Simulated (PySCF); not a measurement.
Molecule: SMILES COc1cccs1, C$_{5}$H$_{6}$OS.

Geometry (Å), atoms numbered from 1 in this order:
```xyz
13

C     2.577    0.351    0.197
O     1.594   -0.274   -0.585
C     0.314   -0.073   -0.258
C    -0.767   -0.587   -0.928
C    -1.998   -0.194   -0.332
C    -1.843    0.603    0.768
S    -0.176    0.897    1.107
H     2.465    1.450    0.179
H     2.535    0.007    1.246
H     3.549    0.081   -0.233
H    -0.662   -1.218   -1.809
H    -2.976   -0.495   -0.711
H    -2.607    1.042    1.407
```

Geometry PBE0-D3(BJ)/def2-SVP throughout; GIAO in PySCF 2.14, gas phase, one conformer, non-relativistic; equivalent atoms averaged; functional PBE0.

For orientation, 6-311+G(2d,p) gives these shifts δ (against TMS, H2O, CS2 at the same level): C6 113.1, C5 128.8, C4 105.5, C1 57.1, O2 94.7, S7 193.6, H12 6.94, H13 6.52, H8/H9/H10 3.75 ppm.

A run gave: C6 109.6, C5 122.9, C4 99.8, C1 54.7, O2 95.8, S7 168.3, H12 6.62, H13 6.00, H8/H9/H10 3.49 ppm (shifts δ (against TMS, H2O, CS2 at the same level)).

Question: Which basis set was used in that run?
A. cc-pVTZ
B. IGLO-III
C. def2-SVP
D. pcSseg-0

Answer: C. C5 tells them apart best: def2-SVP gives 122.9, IGLO-III gives 133.4, pcSseg-0 gives 135.6, cc-pVTZ gives 130.1 ppm.
